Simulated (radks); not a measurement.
The numbers below are computed, except where a source is named.
Removal energies from the nickel ion Ni11+, [Ne] 3s2 3p5, by Delta-SCF beside the eigenvalue of the level emptied. Level of theory: scalar-relativistic Kohn-Sham, PBE, spin-polarised, spherical densities, finite nucleus; Fermi nuclear charge, rms radius of each element as measured or else 0.836 A^(1/3) + 0.57 fm (a radial shooting solver on a logarithmic mesh with Libxc functionals). Open shells are filled with parallel spins first.

removed from   final configuration  Delta-SCF (eV)  -eigenvalue (eV)
3p                    [Ne] 3s2 3p4          352.24            336.36
3s                    [Ne] 3s1 3p5          393.82            378.03
2p            [He] 2s2 2p5 3s2 3p5          1204.3            1159.8
2s            [He] 2s1 2p6 3s2 3p5          1335.2            1296.5
